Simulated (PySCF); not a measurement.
# One molecule, several mistakes: BCH5NSi cation

These are calculations, not measurements. The program is PySCF 2.14.0, an open-source quantum chemistry code, run on an isolated molecule that a program drew, which may never have been made. The molecule is BCH5NSi cation (charge +1, singlet), drawn as the SMILES string `[BH+][SiH]=CN`.

Each row is a Hartree-Fock (HF) and frozen-core CCSD(T) single point in the cc-pV(D+d)Z basis, meant for a local HF minimum. Run 1 is clean. Each other run has one planted mistake out of seven kinds, and not every kind appears here: one electron removed, one electron added, multiplicity raised by two, geometry at a saddle point, minimal basis STO-3G, one bond length entered in bohr, all coordinates scaled. The reference is restricted for singlets and unrestricted otherwise, and also for a bond in bohr. Adding or removing an electron swaps singlet and doublet. Electrons count all cores. HOMO and LUMO are orbital energies over both spins, the gradient is its largest component, and the lowest frequency (negative if imaginary) is given only where the gradient is small. Bond lengths are over the 8 bonds as drawn. T1 is the CCSD diagnostic: over 0.02 (restricted) or 0.045 (unrestricted) a single reference is doubtful.

Geometry of the clean run:
```xyz
9
BCH5NSi cation, angstrom
B    -0.1189    2.8057    0.1213
Si   -1.6290    1.7853   -0.4003
C    -1.8841    0.4699    0.9459
N    -1.0403   -0.3868    1.4006
H     0.9284    3.3405    0.2189
H    -2.8758    2.5563   -0.5016
H    -2.8891    0.3554    1.3489
H    -1.3016   -1.0709    2.0900
H    -0.0889   -0.4267    1.0798
```

```
run  electrons  basis functions  <S^2>  HOMO (eV)  LUMO (eV)  gradient (hartree/bohr)  lowest frequency (cm^-1)  mean bond (Å)  longest bond (Å)      T1  HF (hartree)  CCSD(T) (hartree)                          mistake
  1         36               90  0.000     -12.65      -4.12                  2.0e-05                        98         1.3537             1.899  0.0221    -408.50500         -409.02873                         no fault
  2         35               90  0.797     -20.63     -11.06                  4.0e-02                         -         1.3537             1.899  0.0239    -408.07228         -408.54959             one electron removed
  3         36               90  1.112     -13.44      -4.34                  2.5e-02                         -         1.5171             2.777  0.0457    -408.41720         -408.91520  one bond length entered in bohr
  4         37               90  0.930      -6.86       1.98                  3.6e-02                         -         1.3537             1.899  0.0341    -408.70731         -409.23954                                ?
```

**Which mistake was planted in run 4, and what did it cost?**

It counts 37 electrons, one more than the clean run, at the same geometry and basis. So the mistake is: one electron added. Subtracting run 1 and multiplying by 627.51 kcal/mol a hartree, the energy moved by -127.0 kcal/mol in HF and -132.3 kcal/mol in CCSD(T).

Cautions from the logs. Run 1: T1 is over the limit, so its CCSD(T) energy is less reliable; run 3: T1 is over the limit, so its CCSD(T) energy is less reliable.
